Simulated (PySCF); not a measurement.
CH₄AlFOS. Atoms are numbered in the order given.

```xyz
9

Al    -0.2869    -0.0834     0.0000
F     -1.9488    -0.0657     0.0000
O      0.6168     1.3237     0.0000
C      0.5578     2.7104     0.0000
H      1.0678     3.1188     0.8897
H     -0.4785     3.0935     0.0000
H      1.0678     3.1188    -0.8897
S      0.7350    -1.9893     0.0000
H     -0.4288    -2.6782     0.0000
```
Charge 0, spin multiplicity 1.

Geometry optimised at PBE0-D3(BJ)/def2-SVP. The structure was generated by enumeration; whether it is a known compound was not checked. One conformer was computed; it need not be the lowest.

The numbers are results of PBE0-D3(BJ)/def2-SVP (PySCF), not measurements.

Frequencies are harmonic and unscaled.

Computed harmonic wavenumbers and intensities:
```
mode  ν (cm⁻¹)  IR (km/mol)         moving atoms (share of kinetic energy)
----  --------  -----------  ---------------------------------------------
1           53          0.0                                         H 97 %
2           77          3.6  C 32 %, H 22 %, F 18 %, S 10 %, O 9 %, Al 8 %
3           85          3.1                         O 46 %, H 21 %, C 19 %
4          155         17.2        F 34 %, S 22 %, O 15 %, Al 12 %, C 10 %
5          244          0.1                                H 74 %, Al 17 %
6          254         28.7                         O 40 %, F 25 %, S 22 %
7          260         94.0                 Al 49 %, H 22 %, F 13 %, O 9 %
8          467         32.7                S 37 %, Al 18 %, O 16 %, F 16 %
9          662          4.1                                         H 88 %
10         742        100.2                 Al 52 %, C 19 %, O 11 %, F 8 %
11         904        115.4                                Al 49 %, F 41 %
12        1188         11.2                                 H 74 %, C 20 %
13        1191          0.2                                 H 77 %, C 19 %
14        1298        452.0                                 O 60 %, C 32 %
15        1476          2.6                                         H 97 %
16        1479          3.2                                         H 96 %
17        1486         14.9                                 H 88 %, C 10 %
18        2713          1.0                                         H 97 %
19        3016         96.6                                         H 97 %
20        3101         37.3                                 H 90 %, C 10 %
21        3108         33.5                                 H 90 %, C 10 %
```
